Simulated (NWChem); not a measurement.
# C2H6Al, doublet; SMILES [CH3][Al][CH3]

Results from NWChem. Spin-unrestricted. In the optimisation the excess spin sits in a (C2, its own frame). The geometry was optimised at PBE0/def2-SVP, spin-unrestricted. The spin multiplicity was typed, not searched, and may not be the lowest. No stability test was run on the SCF state.

Problem. Estimate the computed values for TPSS/def2-SVP. Quantities: highest occupied level (eV); lowest empty minus highest occupied level, either spin (eV); dipole (D); <S²>.

Solution. The highest occupied level (eV) comes out as -4.11. The lowest empty minus highest occupied level, either spin (eV) comes out as 1.46. The dipole (D) comes out as 0.49 and the <S²> is 0.751.
